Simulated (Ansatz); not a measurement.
```xyz
11

N    -0.152    0.816    1.385
C     0.764    0.240    0.570
O     2.005    0.413    1.067
N     0.579   -0.408   -0.504
Si   -0.871   -0.759   -1.329
H    -1.094    0.908    1.049
H     0.164    1.446    2.100
H     2.590   -0.042    0.449
H    -2.056   -0.005   -0.792
H    -0.734   -0.401   -2.764
H    -1.194   -2.207   -1.231
```

Charge 0, multiplicity 1.

Task: List the PBE/def2-TZVPP orbital energies in eV (the Gaussian-basis code of Ansatz). (An estimate is asked.)

Result: Ansatz gave: Occupied: -1779.41, -511.33, -381.29, -379.34, -272.37, -137.12, -93.87, -93.84, -93.84, -27.44, -23.40, -21.28, -16.07, -13.99, -13.65, -12.38, -10.93, -10.87, -9.67, -8.31, -8.18, -7.40, -6.07, -6.01. Lowest empty: -0.30, -0.18, 0.59, 0.78, 1.19, 1.28, 1.46, 2.28.
